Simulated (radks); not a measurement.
Task: The mean radii <r> (bohr) of the occupied orbitals of an atom or ion are listed with their occupations. All-electron calculation, scalar-relativistic Kohn-Sham, LDA (Slater exchange, Perdew-Wang correlation), spin-polarised, spherical densities, finite nucleus; Fermi nuclear charge, rms radius of each element as measured or else 0.836 A^(1/3) + 0.57 fm. Program: a radial shooting solver on a logarithmic mesh with Libxc functionals.

| orbital | occ. | <r> |
|---|---|---|
| 1s up | 1 | 0.08124 |
| 1s down | 1 | 0.08124 |
| 2s up | 1 | 0.3890 |
| 2s down | 1 | 0.3890 |
| 2p up | 3 | 0.3512 |
| 2p down | 3 | 0.3512 |
| 3s up | 1 | 1.271 |
| 3s down | 1 | 1.270 |
| 3p up | 3 | 1.441 |
| 3p down | 3 | 1.435 |
| 4s up | 1 | 4.822 |

Name the element and its charge. Open shells, if any, are filled with parallel spins first.

Result: Z = 19, potassium, charge 0: K in [Ar] 4s1. The 1s radius gives Z: for a bare nucleus <r> = (2 gamma + 1)/(2Z) with gamma = sqrt(1 - (Z/c)^2), 0.07844 bohr for Z = 19, and screening makes it slightly larger (0.08124 here). The occupations add up to 19, and the charge is Z minus that.
